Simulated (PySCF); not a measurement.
PySCF input for ZrO₂, SMILES [O]=[Zr]=[O], multiplicity 1, PBE-D3(BJ)/def2-TZVP. Geometry optimised at PBE-D3(BJ)/def2-TZVP. The multiplicity is an assumed one; other spin states were not compared. The isomer is the one that the SMILES or the coordinates give; other isomers of the formula were not compared. The def2 effective core potentials stand for the cores of Zr; spin–orbit coupling is left out.

```python
import numpy as np
from pyscf import gto, scf, dft, df
from pyscf.hessian import thermo

mol = gto.M(
    atom='''
    Zr    0.00000000    0.00000000   -0.30416023
    O     0.00000000    1.42899856    0.76040059
    O     0.00000000   -1.42899856    0.76040059
    ''',
    basis='def2-TZVP',
    ecp={'Zr': 'def2-tzvp'},
    charge=0,
    spin=0,
    max_memory=1600,
    verbose=3,
)
mf = dft.RKS(mol, xc='pbe').density_fit(auxbasis='def2-universal-jkfit')
mf.disp = 'd3bj'
mf.grids.level = 3
mf.conv_tol = 1e-11
mf.max_cycle = 100
mf.kernel()

# [left out here: the lines that compute and print the analytic Hessian (its translational invariance restored by hand, since the grid's response is missing), thermochemistry and intensities]
```

Log of the run:

```
converged SCF energy = -197.494669710355

WARN: DFTD3 does not support analytical Hessian, using finite difference


WARN: Mole.unit (angstrom) is changed to Bohr

Mode                                 0                   1                   2
Irrep
Freq [cm^-1]                      304.0066            844.0449            910.0784
Reduced mass [au]                  17.9434             18.8618             17.8914
Force const [Dyne/A]                0.9771              7.9171              8.7308
Char temp [K]                     437.3978           1214.3927           1309.4001
Normal mode                   x     y     z       x     y     z       x     y     z
       0  Zr                -0.00  0.00  0.04   -0.00 -0.04  0.00    0.00  0.00  0.04
       1   O                -0.00  0.12 -0.11   -0.00  0.13  0.10   -0.00 -0.13 -0.11
       2   O                 0.00 -0.12 -0.11   -0.00  0.13 -0.10   -0.00  0.13 -0.11
temperature 298.1500 [K]
pressure 101325.00 [Pa]
Rotational constants [GHz] 18.82489 7.73447 5.48208
Symmetry number 2
Zero-point energy (ZPE) 0.00469 [Eh]   12310.350 [J/mol]
                           tot       elec      trans        rot        vib
Entropy [J/mol/K]       268.530      0.000    168.784     92.619      7.126
Cv [J/mol/K]             36.380      0.000     12.472     12.472     11.437
Cp [J/mol/K]             44.694      0.000     20.786     12.472     11.437
Internal energy [J/mol]                      3718.434   3718.434  13711.707
Internal energy [Eh]   -197.48661  -197.49467
Enthalpy [J/mol]                             6197.391   3718.434  13711.707
Enthalpy [Eh]          -197.48567
Gibbs free energy [J/mol]                  -44125.673 -23895.908  11587.037
Gibbs free energy [Eh] -197.51616
mode   freq/cm-1   IR/(km/mol)
   1      304.01         5.964
   2      844.04       275.004
   3      910.08        36.476
max |gradient| / (hartree/bohr): 0.0001705910492707619
APT charges: [ 1.663  -0.8315 -0.8315]
```

The run converged.
